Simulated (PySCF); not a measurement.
# TDDFT excited states: CH4ClFSi

CH4ClFSi.
SMILES: `C[Si@@H](F)Cl`

Computed, not measured: TDDFT wB97X-D/def2-SVPD, vertical, gas phase, core orbitals frozen in the response (PySCF 2.14.0, density-fitted response routines). Isolated species at its GFN2-xTB geometry, gas phase.

```
state  E (eV)  E (kJ/mol)  λ (nm)       f  |μ| (D)   main configurations (H = HOMO, L = LUMO)
   S1    8.27         798   150.0   0.030     0.98                     H→L+1 (75%), H→L (19%)
   S2    8.68         838   142.8  0.0075     0.48                                H→L+2 (79%)
   S3    9.04         872   137.1   0.051     1.21                     H→L (56%), H→L+1 (15%)
   S4    9.12         880   135.9   0.101     1.71  H-1→L (35%), H-1→L+1 (27%), H-1→L+2 (16%)
   S5    9.47         914   131.0   0.031     0.93               H-1→L+2 (48%), H-1→L+1 (35%)
   S6    9.59         926   129.2   0.013     0.61    H-2→L+1 (60%), H-2→L (16%), H→L+3 (12%)
   S7    9.69         935   127.9   0.153     2.04                    H→L+3 (62%), H-2→L (9%)
   S8    9.92         957   125.0   0.064     1.30  H-3→L+1 (32%), H-1→L (27%), H-1→L+1 (10%)
```

Triplets (Tamm–Dancoff): T1 7.85 eV, H→L+1 (68%), H→L (23%); T2 8.36 eV, H→L+2 (78%); T3 8.60 eV, H-1→L+1 (46%), H-1→L (31%), H-1→L+2 (11%).

The lowest singlet comes at 150 nm (798 kJ/mol) in the vacuum ultraviolet; it is of moderate strength; its leading configuration is HOMO→LUMO+1 (75%). The strongest level in the table is S7 at 9.69 eV (128 nm, f = 0.153). Löwdin shares by element: HOMO chlorine 42%, carbon 20%, silicon 18%, hydrogen 11% or more; LUMO silicon 31%, chlorine 24%, carbon 19%, hydrogen 8% or more (atoms not listed hold the other 19%). The listed states span 1.65 eV, and the widest gap between neighbours is 0.41 eV (S1 to S2). Weighted by f, the mean energy of these states is 9.39 eV. Orbital energies (eV): HOMO-3 -12.62, HOMO-2 -12.34, HOMO-1 -11.70, HOMO -10.98, LUMO 2.12, LUMO+1 2.20, LUMO+2 2.45. No computed singlet lies in the visible range (380 to 750 nm); the lowest, at 150 nm, stands 5.01 eV above its violet end (3.26 eV). Only the lowest 8 singlets were computed, as vertical energies without vibronic structure.
